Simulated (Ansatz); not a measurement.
Cost and result for the atomization energy of CH₇FSi₃ (`FC1[SiH2][SiH2][SiH2]1`) (12 atoms, 12 bonds).

```xyz
12

F    -0.6235    1.5491   -1.4409
C    -0.6501    0.1666   -1.1701
Si   -1.3209   -0.0709    0.6154
Si    0.8559    0.2902    1.4235
Si    1.1508   -0.3966   -0.8043
H    -1.1829   -0.3299   -1.9837
H    -1.6980   -1.5018    0.7920
H    -2.4722    0.8041    0.9603
H     1.3847   -0.5411    2.5349
H     1.1782    1.7227    1.6560
H     2.1738    0.1919   -1.7083
H     1.2041   -1.8843   -0.8749
```

Charge 0, multiplicity 1. The structure was optimised at the PBE0-D4/def2-TZVP level. Program: Ansatz. All runs use 4 threads of an Intel Xeon on a shared host. Times are those of one run each, without the atoms' runs, and a repeat can differ threefold. Electronic energies, without spin–orbit coupling; frozen cores. CCSD(T)/CBS adds CCSD(T) − MP2 in def2-TZVPP to the MP2 limit, and its time is that of the two runs behind it. T1 = 0.014. B3LYP takes the VWN-RPA correlation (the form of Gaussian; ORCA's B3LYP/G).

CCSD(T)/CBS is a level of theory with its own doubt, some kJ/mol a heavy atom from the limit and from the frozen cores, so smaller differences don't rank the functionals.

```
                             level  functions  wall time  atomization (kJ/mol)  difference from CCSD(T)/CBS  per bond
   PBE-D4/def2-TZVPP (with forces)        286      2.7 s                3851.7                         23.6       2.0
                PBE0-D4/def2-TZVPP        286      3.2 s                3812.7                        -15.4      -1.3
r2SCAN-D4/def2-TZVPP (with forces)        286      4.4 s                3839.4                         11.3       0.9
 B3LYP-D4/def2-TZVPP (with forces)        286      5.5 s                3814.9                        -13.2      -1.1
                 B2PLYP/def2-TZVPP        286      6.5 s                3757.9                        -70.2      -5.8
                ωB97X-V/def2-TZVPP        286        8 s                3867.8                         39.7       3.3
  ωB97M-V/def2-TZVPP (with forces)        286       11 s                3831.4                          3.3       0.3
                    MP2/def2-QZVPP        534       22 s                3796.1                        -32.0      -2.7
                CCSD(T)/def2-TZVPP        286      120 s                3720.4                       -107.7      -9.0
                 CCSD(T)/CBS(def2)          –    2.3 min                3828.1                          0.0       0.0
```

The D4 term adds +53.4 kJ/mol with B3LYP and +28.0 kJ/mol with PBE0; it sums over pairs of atoms, weighted by their polarisabilities, and B3LYP, whose exchange is more repulsive, gets the larger term. From PBE to PBE0 (25 % exact exchange), in def2-TZVPP and without D4, the atomization energy moves by −34.1 kJ/mol: exact exchange takes away binding that semilocal exchange gives to molecules. In def2-TZVPP, CCSD(T) changes the Hartree–Fock value by +906.2 kJ/mol (the triples alone add +51.9 kJ/mol) and MP2 by +918.2 kJ/mol; breaking electron pairs costs correlation energy, which Hartree–Fock lacks.
